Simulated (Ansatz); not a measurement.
Species: C₂H₂Si, SMILES `C#C[SiH]` (charge 0, multiplicity 1).

### Question
Give a relaxed geometry from B3LYP-D3(BJ)/def2-TZVP in Ansatz (an electronic-structure program).

### Answer
the end point of this relaxation (outside a Z-matrix the atoms follow the SMILES, hydrogens last).
Cartesian coordinates (Å) in one orientation:
```xyz
5

C     -1.264    -0.365     0.381
C     -0.071    -0.201     0.232
Si     1.737    -0.189    -0.077
H     -2.312    -0.493     0.518
H      1.911     1.249     0.390
```
